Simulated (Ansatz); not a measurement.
Cost and result for the atomization energy of C2H9NOSi, SMILES `COCN[SiH3]` (14 atoms, 13 bonds).

| atom | x (Å) | y (Å) | z (Å) |
| --- | --- | --- | --- |
| C1 | 1.6544 | 1.1174 | 0.2347 |
| O2 | 0.2804 | 1.3817 | 0.3143 |
| C3 | -0.4688 | 0.7666 | -0.7096 |
| N4 | -0.5107 | -0.6626 | -0.6681 |
| Si5 | -1.2469 | -1.5295 | 0.6316 |
| H6 | 2.1437 | 1.6949 | 1.0188 |
| H7 | 1.8793 | 0.0551 | 0.3916 |
| H8 | 2.0646 | 1.4231 | -0.7391 |
| H9 | -0.0831 | 1.0836 | -1.6890 |
| H10 | -1.4782 | 1.1653 | -0.5837 |
| H11 | 0.2174 | -1.1182 | -1.1942 |
| H12 | -2.5571 | -0.8860 | 0.9084 |
| H13 | -0.4686 | -1.5570 | 1.9027 |
| H14 | -1.4265 | -2.9345 | 0.1816 |

The species carries charge 0 and has multiplicity 1. The structure was optimised at the PBE0-D4/def2-TZVP level. It is one conformer, not always the lowest. Program: Ansatz. All runs use 4 threads of an AMD EPYC 9R45 on a shared host. Times are those of one run each, without the atoms' runs, and a repeat can differ threefold. Electronic energies, without spin–orbit coupling; frozen cores. CCSD(T)/CBS adds CCSD(T) − MP2 in def2-TZVPP to the MP2 limit, and its time is that of the two runs behind it. T1 = 0.011. HSE06 is the plane-wave form, built on full-range PBE exchange.

CCSD(T)/CBS is a level of theory with its own doubt, some kJ/mol a heavy atom from the limit and from the frozen cores, so smaller differences don't rank the functionals.

| level | functions | wall time | atomization (kJ/mol) | difference from CCSD(T)/CBS | per bond |
| --- | --- | --- | --- | --- | --- |
| LDA (SPW92)/def2-TZVPP | 292 | 0.6 s | 5699.1 | 706.5 | 54.3 |
| BHLYP-D4/def2-TZVPP | 292 | 1.4 s | 4863.7 | -128.9 | -9.9 |
| HSE06-D4/def2-TZVPP | 292 | 1.5 s | 4982.7 | -9.9 | -0.8 |
| CAM-B3LYP-D4/def2-TZVPP | 292 | 1.6 s | 5027.7 | 35.1 | 2.7 |
| r2SCANh-D4/def2-TZVPP | 292 | 2 s | 4952.9 | -39.7 | -3.1 |
| CCSD(T)/def2-SVP | 119 | 2.5 s | 4708.0 | -284.6 | -21.9 |
| B2PLYP/def2-TZVPP | 292 | 2.5 s | 4937.4 | -55.2 | -4.2 |
| ωB97X-V/def2-TZVPP | 292 | 3.1 s | 5014.1 | 21.5 | 1.7 |
| B97M-V/def2-TZVPP | 292 | 3.4 s | 4986.7 | -5.9 | -0.5 |
| ωB97M-V/def2-TZVPP (with forces) | 292 | 4.4 s | 5007.4 | 14.8 | 1.1 |
| MP2/def2-QZVPP | 568 | 11 s | 4982.0 | -10.6 | -0.8 |
| CCSD(T)/def2-TZVPP | 292 | 79 s | 4860.8 | -131.8 | -10.1 |
| CCSD(T)/CBS(def2) | – | 90 s | 4992.6 | 0.0 | 0.0 |

Leaving LDA and LC-ωPBE aside and taking each functional with its dispersion term where it has one, the values, not all of them listed here, spread over 197.9 kJ/mol, from BHLYP-D4 to PBE-D4. LDA lies +664.2 kJ/mol from PBE without D4, its usual overbinding. From BLYP to BHLYP (50 % exact exchange), in def2-TZVPP and without D4, the atomization energy moves by −96.6 kJ/mol: exact exchange takes away binding that semilocal exchange gives to molecules. The D4 term adds +42.4 kJ/mol with B3LYP and +22.5 kJ/mol with PBE0; it sums over pairs of atoms, weighted by their polarisabilities, and B3LYP, whose exchange is more repulsive, gets the larger term.

B3LYP here is the variant with VWN-RPA as its local correlation; programs differ in this.
